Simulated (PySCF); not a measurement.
# V (vanadium, neutral): BLYP calculation

Configuration: [Ar] 3d3 4s2, high-spin 4F determinant. Calculation: PySCF 2.14, in x2c-QZVPPall with one added diffuse shell each of s, p, d, f, g type (12s8p6d4f3g, 121 functions); the spin-free X2C one-electron Hamiltonian (Gaussian nucleus).

```
Total energy                        : -949.246 hartree
One-electron energy                 : -1301.399 hartree
Hartree (Coulomb) energy            : 397.802 hartree
Exchange-correlation energy         : -45.650 hartree
⟨S²⟩                                : 3.7544
⟨L²⟩                                : 12.006
Sum of ⟨r⟩                          : 21.40 bohr
Sum of ⟨r²⟩                         : 44.78 bohr²
Langevin diamagnetic susceptibility : -35.5 ×10⁻⁶ cm³/mol
```

```json
{"shell": "1s β", "electrons": "1", "mean orbital energy (hartree)": "-197.05718", "rms radius, mean of both spins (bohr)": "0.0768"}
{"shell": "1s α", "electrons": "1", "mean orbital energy (hartree)": "-197.05716", "rms radius, mean of both spins (bohr)": "0.0768"}
{"shell": "2s α", "electrons": "1", "mean orbital energy (hartree)": "-22.12833", "rms radius, mean of both spins (bohr)": "0.335"}
{"shell": "2s β", "electrons": "1", "mean orbital energy (hartree)": "-22.09488", "rms radius, mean of both spins (bohr)": "0.335"}
{"shell": "2p α", "electrons": "3", "mean orbital energy (hartree)": "-18.47695", "rms radius, mean of both spins (bohr)": "0.304"}
{"shell": "2p β", "electrons": "3", "mean orbital energy (hartree)": "-18.45103", "rms radius, mean of both spins (bohr)": "0.304"}
{"shell": "3s α", "electrons": "1", "mean orbital energy (hartree)": "-2.59566", "rms radius, mean of both spins (bohr)": "1.02"}
{"shell": "3s β", "electrons": "1", "mean orbital energy (hartree)": "-2.49789", "rms radius, mean of both spins (bohr)": "1.02"}
{"shell": "3p α", "electrons": "3", "mean orbital energy (hartree)": "-1.63536", "rms radius, mean of both spins (bohr)": "1.11"}
{"shell": "3p β", "electrons": "3", "mean orbital energy (hartree)": "-1.54039", "rms radius, mean of both spins (bohr)": "1.11"}
{"shell": "3d α", "electrons": "3", "mean orbital energy (hartree)": "-0.22364", "rms radius, mean of both spins (bohr)": "1.63"}
{"shell": "4s α", "electrons": "1", "mean orbital energy (hartree)": "-0.17473", "rms radius, mean of both spins (bohr)": "3.65"}
{"shell": "4s β", "electrons": "1", "mean orbital energy (hartree)": "-0.15519", "rms radius, mean of both spins (bohr)": "3.65"}
```

Densities and radii are taken from the X2C orbitals without a picture-change correction, which distorts them close to the nucleus.
